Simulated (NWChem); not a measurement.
# Basis-set dependence for CClF2

SMILES: F[C](F)Cl
```xyz
4

F      1.0532    -0.0780    -1.0793
C      0.4266     0.3236     0.0000
F      1.0532    -0.0780     1.0793
Cl    -1.2657    -0.0316     0.0000
```
Charge 0, spin multiplicity 2.

The numbers come from NWChem runs, not from measurements. All single points use one geometry, from UPBE0/def2-SVP, a minimum by its harmonic frequencies.

Hartree-Fock energies in Ha, correlation energies in mHa.

The correlated methods keep 8 core orbitals frozen. The structure started from a generated list of species. The unpaired electrons of the parent sit in orbitals of symmetry a' (Cs labels of the run); other states weren't searched. The stability of the SCF solutions was not checked. Open-shell Hartree-Fock references start from PBE0 orbitals. Coupled-cluster values serve here as a point of comparison, not as the truth.

| basis | functions | UHF | UMP2 | SCS-UMP2 | CCSD on ROHF | CCSD[T] on ROHF | CCSD(T) on ROHF | CCSD on UHF | CCSD[T] on UHF | CCSD(T) on UHF | URI-MP2 |
|---|---|---|---|---|---|---|---|---|---|---|---|
| STO-3G | 24 | -688.00856 | -82.6 | -84.7 | -103.9 | -109.7 | -108.7 | -102.8 | -108.1 | -107.3 | not run |
| cc-pVDZ | 60 | -696.19771 | -614.0 | -588.5 | -637.4 | -653.5 | -651.8 | -634.6 | -650.2 | -648.7 | -614.1 |
| cc-pVTZ | 124 | -696.29738 | -817.4 | -792.6 | not run | not run | not run | not run | not run | not run | -817.4 |

From cc-pVDZ to cc-pVTZ the Hartree-Fock energy moves by -99.7 mHa and the UMP2 correlation energy by -203.4 mHa, which is 25 % of its value in the larger set.
